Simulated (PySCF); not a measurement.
Compound: C5H9FOSi3.
Numbering: `[CH2:1]=[C:2]([F:3])[Si:4]1([C:5]#[C:6][CH3:7])[SiH2:8][O:9][SiH2:10]1`

NICS = −σ at a ghost point: NICS(0) at the centroid of the ring atoms, NICS(1) 1 Å to either side along the normal of their mean plane, zz for the tensor component along that normal. Level: GIAO PBE0/pcSseg-1 (PySCF, non-relativistic, gas phase) on the GFN2-xTB geometry, one conformer.

Ring bond lengths (Å), with Mayer bond orders in brackets: Si4–Si8 2.358 (0.84), Si8–O9 1.663 (0.92), O9–Si10 1.662 (0.92), Si10–Si4 2.359 (0.84).

Question: What do the NICS probes read (ppm)?

Answer: 
```
           ring                                                      type  NICS(0)  NICS(1), two faces  NICS(1)zz, two faces  rms pucker (Å)  centre to ring atoms, mean (Å)
Si4–Si8–O9–Si10  4-membered ring with O and 3 Si; formal bonds all single     -0.7         -0.7 / -0.9             2.7 / 3.0            0.02                            1.41
```

Question: What do they say, and how far can they be read as aromaticity?

Answer: 
- Si4–Si8–O9–Si10: mean NICS(1)zz 2.9 ppm, near zero. Si4, Si8, Si10 have four or more neighbours, so the value isn't read as a sign of a π ring current.

Question: What is the mean of the two in-plane components of NICS at the second NICS(1) probe listed for ring Si4–Si8–O9–Si10, 1 Å off the ring?

Answer: The isotropic value is a third of the trace: (3 × -0.9 − (3.0))/2 = -2.9 ppm.

Question: Give the inner angles of the rings and the Hirshfeld charges of the ring atoms.

Answer: 
- Si4–Si8–O9–Si10: Si4 73.8° (+0.209 e), Si8 84.7° (+0.321 e), O9 116.8° (-0.329 e), Si10 84.7° (+0.321 e); sum 359.9° against 360° for a flat convex ring.

Question: What are the shieldings of the ring atoms and their hydrogens in the same run (means over atoms taken as equivalent)?

Answer: 
```json
{"atoms": "Si4", "environment": "four-coordinate silicon", "σ isotropic (ppm)": "359.7", "principal values of the symmetric part, first atom (ppm)": "290.8, 352.9, 435.5"}
{"atoms": "Si8 (×2)", "environment": "oxygen-bound silicon", "σ isotropic (ppm)": "342.0", "principal values of the symmetric part, first atom (ppm)": "262.4, 316.4, 446.8"}
{"atoms": "O9", "environment": "siloxane oxygen", "σ isotropic (ppm)": "274.0", "principal values of the symmetric part, first atom (ppm)": "130.7, 318.0, 373.2"}
{"atoms": "H on Si8 (×2)", "environment": "Si–H hydrogen", "σ isotropic (ppm)": "25.75", "principal values of the symmetric part, first atom (ppm)": "23.0, 24.0, 30.2"}
{"atoms": "H on Si8 (×2)", "environment": "Si–H hydrogen", "σ isotropic (ppm)": "25.82", "principal values of the symmetric part, first atom (ppm)": "23.0, 24.2, 30.2"}
```

Hardware: Arm Neoverse N1, one thread, no GPU, on a shared host. Cost: 99 s wall, 1.0 GiB resident at most. This is the whole shielding run at PBE0/pcSseg-1, SCF included.

The values belong to the conformer `[CH2:1]=[C:2]([F:3])[Si:4]1([C:5]#[C:6][CH3:7])[SiH2:8][O:9][SiH2:10]1`: C1–C2–Si4–C5 1°.
